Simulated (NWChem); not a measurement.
Molecule: C3H6OSi; SMILES CC1=C[SiH2]O1

```xyz
11

C      0.1125     2.2221     0.0000
C     -0.0782     0.7443     0.0000
C     -1.1861    -0.0445     0.0000
Si     0.0115    -1.4279     0.0000
O      1.0589    -0.0325     0.0000
H     -0.3554     2.6732     0.8877
H      1.1836     2.4610     0.0000
H     -0.3554     2.6732    -0.8877
H     -2.2315     0.2520     0.0000
H      0.2142    -2.2661     1.2150
H      0.2142    -2.2661    -1.2150
```
Atoms are numbered in this order, from 1.

This is a stationary point of PBE0/def2-SVP (NWChem), point group Cs. 

Problem. Is it a minimum? If not, what does it relax to?

Solution. No. It has an imaginary frequency of 168i cm⁻¹. Following that mode (on a finer grid) lowers the energy by 1.6 kcal/mol and ends, with real frequencies alone, at point group Cs:
```xyz
11

C      0.0873     2.2023     0.0267
C     -0.1019     0.7321     0.0036
C     -1.1828    -0.0654    -0.1989
Si     0.0055    -1.4391     0.0446
O      1.0216    -0.0363     0.2289
H      0.4914     2.5091     1.0043
H      0.8292     2.4929    -0.7338
H     -0.8560     2.7299    -0.1615
H     -2.2104     0.2236    -0.4011
H     -0.0261    -2.2658     1.2842
H      0.4372    -2.2880    -1.1017
```
